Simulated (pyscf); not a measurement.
H₃Si–S–Bi(Cl)–Cl (SMILES [SiH3][S][Bi]([Cl])[Cl]) -> H₃Si–Cl (SMILES [SiH3]Cl) + S=Bi–Cl (SMILES [S]=[Bi][Cl]), gas phase, singlet surface. PySCF, gas phase, ωB97X-D3(BJ)/def2-SVP geometries. ΔG in kcal/mol from ωB97M-D3(BJ)/def2-TZVP energies (ideal gas, 1 atm, RRHO with modes under 100 cm⁻¹ raised to 100, one conformer, R ln 2 for chiral ones without a mode under 150 cm⁻¹).

| T (K) | ΔG |
|---|---|
| 298 | +16.8 |
| 600 | ? |
| 900 | -4.3 |
| 1200 | -14.1 |

Fit a line to the three values, predict ΔG at 600 K, and estimate where the reaction turns favourable at 1 atm of each gas.

Least squares gives ΔG = +26.9 − 34.4 × T/1000 K, so ΔS is about +144 J/(mol K) and ΔH about +26.9 kcal/mol over this range (ΔH at 298 K: +28.0). At 600 K the line gives +6.3; the computed value is +5.9. ΔG = 0 falls near 780 K; 1 kcal/mol in the energy moves that by 29 K. This is thermodynamics alone and says nothing of the barrier. Elements past Kr carry the def2 core potentials, without spin-orbit coupling.
